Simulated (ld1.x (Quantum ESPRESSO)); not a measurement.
**An all-electron radial function and its pseudo partner (oxygen (O))**

Columns: radius, all-electron u(r) and pseudo u(r) of the 2s shell (level -23.75 eV) of oxygen in the configuration [He] 2s2 2p4; LDA (PZ), scalar-relativistic, TM scheme, ld1.x (Quantum ESPRESSO) 7.5.

```
r (bohr)  all-electron   pseudo
   0.053        0.3445  -0.0644
   0.105        0.4222  -0.1262
   0.158        0.3561  -0.1864
   0.210        0.2187  -0.2425
   0.262        0.0510  -0.2970
   0.315       -0.1258  -0.3549
   0.368       -0.2935  -0.4205
   0.420       -0.4417  -0.4971
   0.473       -0.5725  -0.5879
   0.525       -0.6798  -0.6816
   0.578       -0.7683  -0.7683
   0.630       -0.8361  -0.8361
   0.683       -0.8876  -0.8876
   0.735       -0.9228  -0.9228
   0.788       -0.9452  -0.9452
   0.840       -0.9559  -0.9559
   0.893       -0.9572  -0.9572
   0.945       -0.9506  -0.9506
   0.998       -0.9373  -0.9373
   1.050       -0.9191  -0.9191
   1.102       -0.8968  -0.8968
   1.155       -0.8710  -0.8710
   1.208       -0.8426  -0.8426
   1.260       -0.8132  -0.8132
   1.313       -0.7820  -0.7820
   1.365       -0.7507  -0.7507
```

(1) How many radial nodes do the two functions have?

(2) At about which radius was the pseudo-wave matched?

(3) Is the pseudo-wave norm-conserving?

## Answers

(1) The all-electron 2s function has n − l − 1 = 1; the pseudo-wave has 0, since the states of the same l below it are removed with the core.

(2) 0.60 bohr, where the columns begin to agree (steps of 0.05 bohr).

(3) Yes: the TM scheme keeps the norm inside the radius equal to the all-electron one, which fixes the energy derivative of the logarithmic derivative at the level.
